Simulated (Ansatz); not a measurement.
Program: Ansatz. Geometries: PBE0-D4/def2-TZVP. ΔE: electronic, gas phase. CCSD(T)/CBS is the MP2 limit (def2-TZVPP, def2-QZVPP) plus CCSD(T) − MP2 in def2-TZVPP, frozen cores. Functionals use def2-TZVPP. Each species was taken in one conformer, which may not be the lowest.

Consider the cleavage of the Si–Si bond: `C=C[SiH2][SiH](F)F` + `O[SiH2]S` → `F[SiH](F)O[SiH2]S` + `C=C[SiH3]`.

CCSD(T)/CBS gives -150.0 kJ/mol.

(1) Another level gave -142.9 kJ/mol. Which?
A. HF/def2-TZVPP
B. r2SCAN-D4/def2-TZVPP
C. MP2/def2-TZVPP
D. PBE/def2-TZVPP

Largest T1 diagnostic among the species: 0.013.

Results:

(1) B. r2SCAN-D4 -142.9, HF/def2-TZVPP -178.5, PBE -118.3, MP2/def2-TZVPP -156.7 kJ/mol.

In def2-TZVPP, CCSD(T) changes the Hartree–Fock value by +26.6 kJ/mol (the triples alone add +4.3 kJ/mol) and MP2 by +21.8 kJ/mol. From PBE to PBE0 (25 % exact exchange), in def2-TZVPP and without D4, ΔE moves by −12.9 kJ/mol.
